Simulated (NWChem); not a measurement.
# KCl; SMILES [Cl][K]

Program: NWChem. Pople sets run with spherical d functions. Each level has its own optimisation; frequencies are unscaled.

| level | basis functions | r Cl–K (Å) | highest harmonic frequency (cm⁻¹) | zero-point energy (kcal/mol) | dipole (D) |
|---|---|---|---|---|---|
| Hartree-Fock/STO-3G | 22 | 2.673 | 360 | 0.5 | 9.95 |
| Hartree-Fock/3-21G | 30 | 2.829 | 252 | 0.4 | 12.63 |
| Hartree-Fock/6-31G* | 40 | 2.779 | 264 | 0.4 | 11.67 |
| Hartree-Fock/6-31+G* | 48 | 2.795 | 256 | 0.4 | 12.02 |
| Hartree-Fock/6-311G** | 65 | 2.754 | 262 | 0.4 | 11.57 |
| Hartree-Fock/6-311++G** | 73 | 2.754 | 261 | 0.4 | 11.50 |
